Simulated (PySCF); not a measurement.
**Stretching GaS**

Set-up: PySCF, no relativity, basis sets Ga def2-TZVPP, S def2-TZVPP. Energies in eV from Ga + S in their ground configurations at the same level. State: ²Σ⁺ (doublet), unpaired electrons σ ↑.

| R (Å) | UHF-MP2 |
| --- | --- |
| 1.786 | -2.641 |
| 1.869 | -3.326 |
| 1.952 | -3.680 |
| 2.015 | -3.781 |
| 2.077 | -3.773 |
| 2.139 | -3.687 |
| 2.222 | -3.501 |
| 2.326 | -3.225 |
| 2.451 | -2.880 |
| 2.617 | -2.429 |

Correlated steps freeze 14 core orbitals. Spin–orbit coupling is left out. The state is the lowest determinant that a PBE0 search found; another state may lie lower at other levels.
